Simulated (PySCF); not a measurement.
## Electron correlation in Pd (palladium, neutral)

[Kr] 4d9 5s1, high-spin 3D determinant (an excited configuration). Computed with PySCF 2.14 in aug-cc-pVDZ-PP with ECP28MDF, with a scalar-relativistic core potential. Frozen: 4s2 4p6; 10 electrons correlated.

```tsv
level	correlation energy (mhartree)
CCSD	-258.29
(T)	-7.65
CCSD(T)	-265.94
```

Diagnostics: T1 = 0.017, D1 = 0.0643, largest double amplitude 0.018.

Cost of the coupled-cluster step: roughly 6 core-seconds, for 10 correlated electrons.

Iterations:

```
CC2 = 0
CCSD nocc = (np.int64(6), np.int64(4)), nmo = (50, 50)
frozen orbitals [[0, 1, 2, 3], [0, 1, 2, 3]]
max_cycle = 100
direct = 0
conv_tol = 1e-08
conv_tol_normt = 1e-06
diis_space = 8
diis_start_cycle = 0
Init t2, MP2 energy = -0.267699233042863
Init E_corr(UCCSD) = -0.267699233050019
cycle = 1  E_corr(UCCSD) = -0.253265802142967  dE = 0.0144334309  norm(t1,t2) = 0.0620317
cycle = 2  E_corr(UCCSD) = -0.257664130635174  dE = -0.00439832849  norm(t1,t2) = 0.0204513
cycle = 3  E_corr(UCCSD) = -0.257685177014947  dE = -2.10463798e-05  norm(t1,t2) = 0.0099875
cycle = 4  E_corr(UCCSD) = -0.258277959549515  dE = -0.000592782535  norm(t1,t2) = 0.00436778
cycle = 5  E_corr(UCCSD) = -0.258294822856324  dE = -1.68633068e-05  norm(t1,t2) = 0.00069095
cycle = 6  E_corr(UCCSD) = -0.25828190847065  dE = 1.29143857e-05  norm(t1,t2) = 0.000352034
cycle = 7  E_corr(UCCSD) = -0.258286273418063  dE = -4.36494741e-06  norm(t1,t2) = 0.000137345
cycle = 8  E_corr(UCCSD) = -0.258289289529542  dE = -3.01611148e-06  norm(t1,t2) = 6.8317e-05
cycle = 9  E_corr(UCCSD) = -0.258289276392716  dE = 1.31368255e-08  norm(t1,t2) = 4.61459e-05
cycle = 10  E_corr(UCCSD) = -0.258288101984715  dE = 1.174408e-06  norm(t1,t2) = 3.02011e-05
cycle = 11  E_corr(UCCSD) = -0.258288502527657  dE = -4.00542942e-07  norm(t1,t2) = 1.5208e-05
cycle = 12  E_corr(UCCSD) = -0.258288590334659  dE = -8.7807002e-08  norm(t1,t2) = 7.44448e-06
cycle = 13  E_corr(UCCSD) = -0.258288517968293  dE = 7.2366366e-08  norm(t1,t2) = 2.3215e-06
cycle = 14  E_corr(UCCSD) = -0.258288551660321  dE = -3.36920283e-08  norm(t1,t2) = 1.0584e-06
cycle = 15  E_corr(UCCSD) = -0.258288537391879  dE = 1.42684419e-08  norm(t1,t2) = 4.172e-07
cycle = 16  E_corr(UCCSD) = -0.258288535541127  dE = 1.85075211e-09  norm(t1,t2) = 1.50488e-07
UCCSD converged
E(UCCSD) = -126.8673245867983  E_corr = -0.2582885355411273
UCCSD(T) correction = -0.00764841772211888
```
